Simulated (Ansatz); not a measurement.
`[SiH3][SiH2]SCS` and `CSCS` differ in one atom or group.

Ansatz, PBE0-D4/def2-TZVP geometries, multiplicity 1. Each molecule was computed in one conformer, which needn't be the lowest.

| property | `[SiH3][SiH2]SCS` |
| --- | --- |
| LUMO energy (B3LYP/def2-TZVPP) / eV | -0.80 |
| size of the dipole moment (B3LYP/def2-TZVPP) / D | 0.89 |
| HOMO energy (B3LYP/def2-TZVPP) / eV | -6.71 |
| HOMO energy (ωB97M-V/def2-TZVPP) / eV | -9.05 |
| zero-point energy (PBE0-D4/def2-TZVP) / kJ/mol | 213.8 |
| ideal-gas entropy at 298 K and 1 bar (rigid rotor, harmonic PBE0-D4/def2-TZVP) / J/(mol·K) | 400 |

(1) What does the change do to each property? (An estimate is asked.)

## Answers

(1) Ansatz gave: 
```tsv
property	`CSCS`	shift
LUMO energy (B3LYP/def2-TZVPP) / eV	-0.15	0.65
size of the dipole moment (B3LYP/def2-TZVPP) / D	0.60	-0.29
HOMO energy (B3LYP/def2-TZVPP) / eV	-6.26	0.45
HOMO energy (ωB97M-V/def2-TZVPP) / eV	-8.67	0.38
zero-point energy (PBE0-D4/def2-TZVP) / kJ/mol	199.3	-14.5
ideal-gas entropy at 298 K and 1 bar (rigid rotor, harmonic PBE0-D4/def2-TZVP) / J/(mol·K)	327	-73
```

With PBE0 the HOMO rises by 0.45 eV and the LUMO rises by 0.73 eV, so the gap widens by about 0.28 eV. PBE moves the HOMO by 0.50 eV and ωB97M-V by 0.38 eV. The zero-point energy changes by -14.5 kJ/mol with -9 modes. Dipoles are sizes alone; their direction can turn. Modes under 60 cm⁻¹, often nearly free rotors, make the harmonic entropy too high.

B3LYP here is the variant with VWN-RPA as its local correlation; programs differ in this.
